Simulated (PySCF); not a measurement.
```xyz
3
charge 1 multiplicity 1, angstrom
In    0.0000    0.0000    0.0000
Br    2.3455    0.0000    0.0000
Br   -2.3455    0.0000    0.0000
```

Level of theory: PBE0/[In def2-TZVP with ECP28, Br def2-TZVP], scalar-relativistic core potentials, density fitting, no spin–orbit coupling, PySCF.

This geometry of InBr₂⁺ is a stationary point at this level.

(1) What is the point group?

(2) Is it a minimum?

(3) List the harmonic modes with their infrared intensities.

(4) What are the dipole moment and the gap between the highest occupied and lowest empty levels?

(5) Give the atomic charges and bond orders.

Answers

(1) D∞h.

(2) Yes: all harmonic wavenumbers are real.

(3) 
```
symmetry  ω (cm⁻¹)  IR (km/mol, summed over degenerate members)     type
      πu        68                                          9.3     bend
     σg+       236                                          0.0  stretch
     σu+       372                                         31.6  stretch
```

(4) 0.00 D about the centre of mass and 5.35 eV.

(5) 
| atom | Mulliken | Löwdin | polar tensor | Mayer order to In1 |
| --- | --- | --- | --- | --- |
| In1 | 1.01 | 0.17 | 1.29 | – |
| Br2,3 | 0.00 | 0.42 | -0.14 | 1.33 |

Only a few start shapes were tried, so a lower isomer may exist.
